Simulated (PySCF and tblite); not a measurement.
The numbers below are computed, except where a source is named.
C6H6FNO, numbered as in [CH3:1][O:2][c:3]1[cH:4][cH:5][cH:6][n:7][c:8]1[F:9].

Search: ETKDG and KDG, MMFF94s, GFN2-xTB, 60 starts; geometries at GFN2-xTB. Weights use PBE0-D3(BJ)/pcSseg-1 energies plus GFN2-xTB zero-point and thermal terms (modes under about 100 cm⁻¹ blended into free rotors). Symmetry numbers and mirror images are counted. Conformers within 2.5 kcal/mol (GFN2-xTB free energy) were kept, 3 at most. Run with PySCF (density fitting) and tblite.

Rotational constants are equilibrium values for the commonest isotopes; dipoles come from the energy level named.

Torsions listed: C1–O2–C3–C4.

| conformer | shape | symmetry | weight % |
| --- | --- | --- | --- |
| 1 | 0° | Cs | 91.6 |
| 2 | 180° | Cs | 8.4 |

Sets of constants, in random order:

```
set  A (MHz)  B (MHz)  C (MHz)  abs μa (D)  abs μb (D)  abs μc (D)
  P     2631     1579      993        2.27        4.20        0.00
  Q     3080     1517     1023        0.49        2.17        0.00
```

(1) Match each set to its conformer.

Answers

(1) P is conformer 1, Q is conformer 2.


Conformer gaps in pcSseg-1 on xTB geometries can be 2 kcal/mol off for S=O, P=O and other polar bonds.